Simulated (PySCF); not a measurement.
Q: Give a PBE0-D3(BJ)/def2-SVP geometry of InChI=1S/C7H10N2/c1-7(2,3)6(4-8)5-9/h6H,1-3H3.

A: 
```xyz
19
C7H10N2 angstrom
C     -0.0027   -0.7085   -1.5829
C      0.2211   -0.0851   -0.2067
C      0.9306   -1.0728    0.7194
C      1.0390    1.2004   -0.3265
C     -1.1603    0.2784    0.4393
C     -1.9978   -0.9034    0.6630
N     -2.6277   -1.8558    0.8440
C     -1.8980    1.2742   -0.3439
N     -2.4502    2.0727   -0.9719
H      0.9649   -0.9663   -2.0383
H     -0.5202   -0.0120   -2.2601
H     -0.5997   -1.6307   -1.5132
H      1.9144   -1.3322    0.3016
H      0.3574   -2.0047    0.8358
H      1.0931   -0.6408    1.7194
H      1.2042    1.6645    0.6586
H      2.0241    0.9748   -0.7604
H      0.5448    1.9378   -0.9764
H     -0.9638    0.7275    1.4298
```

Any rigid rotation of these coordinates is as good. Atoms count from 1 in this order. The 6 C–C bonds span 1.466 Å (C5–C6, drawn single) to 1.568 Å (C2–C5, drawn single), a spread of 0.102 Å. Of the pairs four or more bonds apart, C6···H14 is among the closest relative to their van der Waals radii: 2.61 Å, 90 % of the sum of Bondi's values.

Bonds between heavy atoms (Å): C1–C2 1.527, C2–C3 1.529, C2–C4 1.528, C2–C5 1.568, C5–C6 1.466, C6≡N7 1.156, C5–C8 1.466, C8≡N9 1.156.

Computed, not measured: PBE0-D3(BJ)/def2-SVP geometry optimisation, gas phase (PySCF 2.14.0).

Point group: Cs (every atom within 0.08 Å of its image). Whether it is a minimum is left open (no frequencies).
